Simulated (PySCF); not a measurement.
This PySCF input asks for the NMR shieldings of `CCCC[Si](P)(P)Cl`, C₄H₁₃ClP₂Si; the geometry comes from GFN2-xTB.

```python
import basis_set_exchange as bse
import numpy as np
from pyscf import gto, dft
from pyscf.prop import nmr

atoms = """
C     3.391147   -0.112509   -0.267370
C     2.180056    0.781228   -0.031388
C     0.890183   -0.030299    0.061301
C    -0.329993    0.850081    0.306778
Si   -1.942687   -0.177490    0.399718
P    -1.807488   -1.825757   -1.148679
P    -3.692620    1.252538    0.114320
Cl   -2.002432   -1.125740    2.213604
H     3.501425   -0.825450    0.546697
H     3.280059   -0.669448   -1.195276
H     4.299712    0.481728   -0.329342
H     2.095129    1.503594   -0.846847
H     2.317425    1.342397    0.896221
H     0.981760   -0.759661    0.869210
H     0.747754   -0.590558   -0.868859
H    -0.415008    1.584262   -0.496539
H    -0.194331    1.410568    1.233054
H    -3.166932   -2.093593   -1.154603
H    -1.921227   -0.952438   -2.218130
H    -4.640678    0.332686    0.532010
H    -3.580173    1.795507    1.383648
"""
names = dict.fromkeys(["C", "Si", "P", "Cl", "H"], "pcSseg-1")
basis = {el: gto.basis.parse(bse.get_basis(n, elements=[el], fmt="nwchem")) for el, n in names.items()}
mol = gto.M(atom=atoms, basis=basis, charge=0, verbose=0)
mf = dft.RKS(mol, xc="PBE0")
mf.grids.level = 2
mf.grids.alignment = dft.numint.BLKSIZE   # the property module wants whole blocks of grid points
mf.conv_tol = 1e-9
mf.kernel()

calc = nmr.RKS(mf)   # GIAO
C = mf.mo_coeff
Co = C[:, mf.mo_occ > 0]
resp = mf.gen_response(singlet=True, hermi=2)
def vind(x):   # induced exchange potential for any number of trial vectors
    d = np.einsum("pi,xij,qj->xpq", C, 2 * x.reshape(-1, C.shape[1], Co.shape[1]), Co, optimize=True)
    return np.einsum("xpq,pi,qj->xij", resp(d - d.transpose(0, 2, 1)), C, Co, optimize=True).ravel()
mo1, _ = nmr.rhf.solve_mo1(calc, with_cphf=vind)
sigma = calc.kernel(mo1)
for i, s in enumerate(sigma):   # ppm
    print("%2d %-2s %9.2f" % (i, mol.atom_pure_symbol(i), np.trace(s) / 3))
```

Q: Give the expected output.

A: 
```
 0 C     169.98
 1 C     154.91
 2 C     155.03
 3 C     158.65
 4 Si    299.28
 5 P     587.90
 6 P     557.88
 7 Cl    901.28
 8 H      30.70
 9 H      30.75
10 H      30.46
11 H      30.44
12 H      30.39
13 H      30.23
14 H      30.52
15 H      30.95
16 H      30.64
17 H      30.32
18 H      30.57
19 H      30.03
20 H      29.90
```

These numbers come from an equivalent density-fitted implementation of the same equations, which agrees with the script to about 0.01 ppm for H and up to a few tenths of a ppm for heavy atoms, so last digits may differ.

Q: Turn these shieldings into chemical shifts. Chemical shifts δ = σref − σ; $^{13}$C (186.93 ppm) and $^{29}$Si (349.16 ppm) and $^{1}$H (31.72 ppm) vs TMS; H3PO4 for $^{31}$P (318.38 ppm); $^{35}$Cl (949.78 ppm) vs HCl, all at this level.

A: Averaging equivalent atoms: C 1: 32.0; C 2: 31.9; C 3: 28.3; C 0: 16.9; Si 4: 49.9; P 5/6: -254.5; Cl 7: 48; H 17/18/19/20: 1.51; H 13/14: 1.34; H 11/12: 1.30; H 8/9/10: 1.08; H 15/16: 0.92 ppm. Experimental scales use liquid or dissolved standards, which lie at an offset from isolated H3PO4.

Size and cost of the density-fitted run: 229 basis functions, 59 s wall time on 1 thread of an Arm Neoverse V1, shared host; peak memory 0.97 GiB.
